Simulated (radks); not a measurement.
The numbers below are computed, except where a source is named.
The bismuth ion Bi+, 82 electrons, occupied as [Xe] 4f14 5d9 6s2 6p3 (not the ground configuration). Code: a radial shooting solver on a logarithmic mesh with Libxc functionals. Model: scalar-relativistic Kohn-Sham, r2SCAN, spin-polarised, spherical densities, finite nucleus; open shells are filled with parallel spins first (spin-orbit coupling, left out, can overturn this in heavy ions); meta-GGA in the generalised Kohn-Sham scheme; Fermi nuclear charge, rms radius 5.5211 fm.

X-ray form factor f0, the Fourier transform of the density (f0(0) = 82):

| sin(theta)/lambda (1/angstrom) | f0 (electrons) |
|---|---|
| 0.05 | 80.881 |
| 0.1 | 77.934 |
| 0.15 | 74.032 |
| 0.2 | 69.917 |
| 0.25 | 65.957 |
| 0.3 | 62.248 |
| 0.4 | 55.545 |
| 0.5 | 49.720 |
| 0.6 | 44.735 |
| 0.8 | 36.831 |
| 1 | 30.734 |
| 1.25 | 24.750 |
| 1.5 | 20.374 |
| 2 | 15.431 |
